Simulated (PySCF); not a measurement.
H₈N₃Si₃, SMILES N1[SiH2]N[SiH2]N[SiH]1 (connectivity only; charge and spin as stated), charge +1, multiplicity 1. Geometry optimised at ωB97X-D3(BJ)/def2-SVP. The spin state was assumed, not searched. The isomer is the one that the SMILES or the coordinates give; other isomers of the formula were not compared.

Calculation: PySCF 2.14.0 with ωB97X-D3(BJ)/def2-SVP.

Harmonic wavenumbers (cm⁻¹): 87, 116, 206, 285, 313, 329, 495, 511, 512, 606, 611, 624, 632, 668, 730, 746, 809, 811, 859, 938, 958, 964, 967, 991, 1097, 1184, 1218, 1221, 2314, 2319, 2337, 2339, 2348, 3593, 3594, 3626. Rotational constants (GHz): 2.297, 2.153, 1.170; symmetry number 1.

Problem. Work out the zero-point energy and the ideal-gas rigid-rotor harmonic-oscillator thermochemistry at 298.15 K and 1 atm.

Solution. ZPE = ½ Σ hcν = ½ × 41957 cm⁻¹ = 59.98 kcal/mol. H − E(el) = 65.69 kcal/mol. Entropy in cal/(mol K): translation 40.60, rotation 28.41, vibration 18.86, total 87.86. G − E(el) = 39.50 kcal/mol. Cp = 33.56 cal/(mol K). Modes under 150 cm⁻¹ make the vibrational entropy uncertain.
